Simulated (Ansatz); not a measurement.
Reaction (ligand exchange at the Si–C bond): `OC[SiH2]CCl` + HBr → `ClC[SiH2]Br` + CH₃OH

Gas-phase electronic energies from Ansatz, PBE0-D4/def2-TZVP geometries. CCSD(T)/CBS is the MP2 limit (def2-TZVPP, def2-QZVPP) plus CCSD(T) − MP2 in def2-TZVPP, frozen cores. This one scheme is used for every species. Functionals use def2-TZVPP. B3LYP here is the variant with VWN-RPA as its local correlation; programs differ in this. For Br outer-core shells are correlated without core-valence functions, which leaves a few kJ/mol of doubt a bond. Scalar relativity is left out up to krypton. One conformer a species, not always the lowest.

| level | ΔE (kcal/mol) | difference from CCSD(T)/CBS |
| --- | --- | --- |
| PBE0-D4 | -25.2 | 1.0 |
| B3LYP-D4 | -24.8 | 1.4 |
| ωB97X-V | -25.2 | 1.0 |
| B2PLYP | -26.0 | 0.2 |
| PBE | -24.1 | 2.1 |
| PBE0 | -25.7 | 0.5 |
| B3LYP | -25.6 | 0.6 |
| HF/def2-QZVPP | -30.0 | -3.8 |
| MP2/def2-QZVPP | -27.4 | -1.2 |
| SCS-MP2/def2-QZVPP | -27.4 | -1.2 |
| CCSD(T)/CBS | -26.2 | 0 |

Largest T1 diagnostic among the species: 0.010.

The D4 term adds +0.8 kcal/mol with B3LYP and +0.5 kcal/mol with PBE0; it sums over pairs of atoms, weighted by their polarisabilities, and B3LYP, whose exchange is more repulsive, gets the larger term. From PBE to PBE0 (25 % exact exchange), in def2-TZVPP and without D4, ΔE moves by −1.6 kcal/mol. In def2-TZVPP, CCSD(T) changes the Hartree–Fock value by +5.2 kcal/mol (the triples alone add +0.7 kcal/mol) and MP2 by +3.4 kcal/mol.
